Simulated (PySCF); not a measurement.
**Rh⁺: ionisation energy**

Rh⁺ [Kr] 4d8 (3F) → Rh²⁺ [Kr] 4d7 (4F), as a difference of total energies. Calculation: PySCF 2.14, in def2-QZVPPD with the def2 core potential (28 electrons); scalar relativity through the core potential. Correlated levels: valence: 4s2 4p6 frozen; valence and next inner shell: nothing frozen outside the core potential. The calculations carry no spin-orbit coupling.

```json
{"method": "UHF", "ionisation energy (eV)": "16.157"}
{"method": "LDA", "ionisation energy (eV)": "18.749"}
{"method": "PBE", "ionisation energy (eV)": "18.405"}
{"method": "PBE0", "ionisation energy (eV)": "18.127"}
{"method": "r2SCAN", "ionisation energy (eV)": "18.105"}
{"method": "MN15", "ionisation energy (eV)": "18.696"}
{"method": "LC-wPBE", "ionisation energy (eV)": "18.068"}
{"method": "wB97X", "ionisation energy (eV)": "18.123"}
{"method": "HSE06", "ionisation energy (eV)": "18.139"}
{"method": "MP2 (valence)", "ionisation energy (eV)": "17.923"}
{"method": "SCS-MP2 (valence)", "ionisation energy (eV)": "17.949"}
{"method": "MP2 (valence and next inner shell)", "ionisation energy (eV)": "18.000"}
{"method": "SCS-MP2 (valence and next inner shell)", "ionisation energy (eV)": "17.872"}
```

**Question.** How much does correlation contribute at MP2 (valence and next inner shell)?

**Answer.** 18.000 − (16.157) = 1.843 eV, measured against UHF.

The reference lies between the lowest fine-structure levels, while these numbers refer to the centres of the terms.

Errors of the correlated levels include the incompleteness of this basis and the frozen core.

For comparison: 18.08 eV (semi-empirical (NIST evaluation); NIST Atomic Spectra Database, ionization energies).
